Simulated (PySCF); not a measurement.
A GIAO shielding run with PySCF (density fitting, non-relativistic, gas phase) on SMILES [SiH3][SiH2]C1CCCC1, C$_{5}$H$_{14}$Si$_{2}$:

```
{"job": {"kind": "nmr", "xc": "PBE0", "basis": "pcSseg-1"}, "charge": 0, "multiplicity": 1}
Si     3.326773     0.514391    -0.005480
Si     1.628121    -1.048913     0.070801
C     -0.028661    -0.215588     0.505897
C     -1.236166    -1.149484     0.548574
C     -2.430109    -0.192367     0.562294
C     -1.978009     1.032554    -0.254707
C     -0.474885     0.834647    -0.512944
H      3.455984     1.159035    -1.315974
H      3.142309     1.602243     0.961301
H      4.631550    -0.082367     0.288668
H      1.855122    -2.108921     1.065894
H      1.430620    -1.748119    -1.209866
H      0.049885     0.272100     1.484893
H     -1.258917    -1.765120    -0.352941
H     -1.225018    -1.813259     1.412544
H     -3.326807    -0.652143     0.148398
H     -2.650272     0.103107     1.589352
H     -2.527217     1.107825    -1.193013
H     -2.157160     1.951054     0.304613
H     -0.322372     0.451880    -1.524379
H      0.086308     1.764389    -0.419693
```

Hardware: 1 thread of an Arm Neoverse V2, shared host. The job also computes population analyses, field gradients, ring-centre shieldings.

Problem. How large is the calculation?

Solution. 72 electrons, 203 basis functions and 1097 auxiliary functions.

Problem. How long does it take?

Solution. 33 s of wall time, with 13 SCF cycles and 4 response iterations. Times on a shared host scatter by some tens of per cent.
